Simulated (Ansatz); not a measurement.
Steps of a relaxation of `N[Si](Cl)(Cl)Cl` with RKS PBE-D4/def2-SVP.

```sh
$ ansatz run in.yaml --threads 4 --pin off --events-out ev --progress --plain --max-ram 10444MiB
```

```yaml
crystal:
  periodic: [false, false, false]
  atoms:
    - {symbol: N, position_ang: [0.060700, 0.996000, 0.587800]}
    - {symbol: Si, position_ang: [-0.076700, -0.316600, -0.428800]}
    - {symbol: Cl, position_ang: [0.330700, -1.978000, 0.637600]}
    - {symbol: Cl, position_ang: [-1.856800, -0.546600, -1.208600]}
    - {symbol: Cl, position_ang: [1.263700, -0.211900, -1.969500]}
    - {symbol: H, position_ang: [0.942300, 1.088200, 0.981400]}
    - {symbol: H, position_ang: [-0.602600, 0.901000, 1.354300]}
basis:
  gaussian: {orbitals: def2-SVP}
hamiltonian: {xc: pbe, dispersion: d4}
relax: {f_tol: 0.03, max_steps: 200}
```

Positions (Å) and forces (eV/Å) along the path, 6 of 6 steps:

```xyz
7
step=1 energy=-46936.3865 eV
N     0.061    0.996    0.588   -2.350    1.109   -0.327
Si   -0.077   -0.317   -0.429    1.623   -0.561   -0.635
Cl    0.331   -1.978    0.638    0.330   -1.428    0.629
Cl   -1.857   -0.547   -1.209   -2.292   -0.053   -0.838
Cl    1.264   -0.212   -1.970    0.376    0.155   -0.235
H     0.942    1.088    0.981    2.669    0.508    1.067
H    -0.603    0.901    1.354   -0.357    0.270    0.339
7
step=2 energy=-46936.7493 eV
N     0.047    1.010    0.569   -0.511    0.222    0.479
Si   -0.061   -0.378   -0.403    0.309   -0.801   -0.605
Cl    0.370   -2.165    0.607   -0.134    0.252   -0.213
Cl   -1.957   -0.510   -1.197    0.025   -0.025    0.096
Cl    1.323   -0.179   -1.930   -0.108   -0.060    0.134
H     0.968    1.175    0.964    0.457    0.188    0.108
H    -0.629    0.980    1.344   -0.038    0.224    0.002
7
step=3 energy=-46936.7803 eV
N     0.040    1.010    0.585    0.093   -0.071    0.268
Si   -0.036   -0.385   -0.414   -0.042   -0.331   -0.081
Cl    0.342   -2.197    0.554    0.014    0.170   -0.092
Cl   -1.957   -0.528   -1.157    0.078    0.047   -0.016
Cl    1.349   -0.199   -1.933   -0.094    0.023    0.103
H     0.971    1.224    0.967   -0.099    0.052   -0.078
H    -0.647    1.007    1.352    0.050    0.110   -0.105
7
step=4 energy=-46936.7853 eV
N     0.069    0.892    0.662    0.185    0.062   -0.271
Si   -0.047   -0.439   -0.384    0.153   -0.036   -0.172
Cl    0.366   -2.261    0.507   -0.032   -0.092   -0.041
Cl   -1.953   -0.513   -1.157   -0.068   -0.048    0.033
Cl    1.329   -0.164   -1.900   -0.001   -0.064    0.030
H     0.971    1.274    0.931    0.202    0.062    0.050
H    -0.674    1.142    1.296   -0.439    0.117    0.372
7
step=5 energy=-46936.7943 eV
N     0.058    0.941    0.638    0.008   -0.078   -0.016
Si   -0.025   -0.428   -0.384   -0.188   -0.066   -0.037
Cl    0.349   -2.286    0.469    0.030    0.110    0.034
Cl   -1.951   -0.522   -1.124    0.043    0.016    0.000
Cl    1.349   -0.193   -1.902    0.018    0.030    0.018
H     0.968    1.290    0.943    0.028    0.029    0.048
H    -0.687    1.131    1.314    0.061   -0.040   -0.047
7
step=6 energy=-46936.7987 eV
N     0.058    0.945    0.626    0.000    0.014    0.009
Si   -0.038   -0.422   -0.396   -0.006   -0.012   -0.013
Cl    0.356   -2.250    0.503    0.002   -0.008    0.004
Cl   -1.956   -0.521   -1.144    0.000    0.000   -0.002
Cl    1.343   -0.187   -1.907    0.002    0.001   -0.003
H     0.974    1.265    0.950   -0.008    0.002    0.005
H    -0.675    1.103    1.322    0.010    0.003    0.000
```

It took 6.5 s on 4 threads of an Arm Neoverse V2 on a shared host, with 0.14 GiB of host memory at the peak.
